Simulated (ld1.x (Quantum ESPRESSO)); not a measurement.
Varying the RRKJ potential for beryllium (Be)

Base potential:

- Element: beryllium (Be)
- Generator: ld1.x (Quantum ESPRESSO) 7.5
- Type: norm-conserving RRKJ (Kleinman–Bylander form)
- Functional: PBEsol
- Relativity: non-relativistic
- Frozen core: none
- Valence charge: 4
- Reference configuration: 1s2 2s2 2p0
- Partial waves: 1s (bound): rc 0.40 bohr; 3d channel at 0.2 Ry: rc 4.20 bohr; 2p (bound, empty): rc 4.20 bohr
- Local potential: the p channel
- Core correction: none
- rho0: 0.02

Occupied shells without a wave of their own: 2s. They enter only through the test configuration that unscreens the potential.

Cutoffs, loose and tight: the cutoffs (Ry, on a coarse ladder) from which the occupation-weighted sum of valence levels, in a spherical-Bessel basis at the reference potential, stays within 10 and 1 mRy of its value at 400 Ry. They do not see the model core or the augmentation charge, which bear on the density cutoff. Test errors are all-electron minus pseudo excitation energies from the reference, over the configurations 1s2 2s1 2p0; 1s2 2s0 2p0; 1s2 2s1.5 2p0; 1s2 2s0 2p2; 1s1 2s2 2p0; 1s2 2s1 2p1; 1s2 2s0 2p1. A dash means not determined; rows that change the core or the reference have their own tests.

Cutoffs are not given where the Bessel-basis levels miss the radial ones by over 6 mRy, ghosts where they miss by over 20 mRy; a channel whose overlap is not positive is not tested.

| change | outcome | bound ghosts | largest test error (meV) |
| --- | --- | --- | --- |
| base | generated, misses its reference levels by 0.69 eV | not determined | -1835 |
| wave 1s (bound): rc 0.40 bohr becomes 1s (bound): rc 0.26 bohr | generated, misses its reference levels by 0.70 eV | not determined | -1856 |
| wave 1s (bound): rc 0.40 bohr becomes 1s (bound): rc 0.32 bohr | generated, misses its reference levels by 0.70 eV | not determined | -1851 |
| wave 1s (bound): rc 0.40 bohr becomes 1s (bound): rc 0.44 bohr | generated, misses its reference levels by 0.69 eV | not determined | -1824 |

Q: What comes out with this change to the base: wave 1s (bound): rc 0.40 bohr becomes 1s (bound): rc 0.54 bohr?

A: outcome: generated, misses its reference levels by 0.67 eV; bound ghosts: not determined; largest test error (meV): -1779.

Q: What comes out with this change to the base: wave 1s (bound): rc 0.40 bohr becomes 1s (bound): rc 0.60 bohr?

A: outcome: generated, misses its reference levels by 0.66 eV; bound ghosts: not determined; largest test error (meV): -1737.
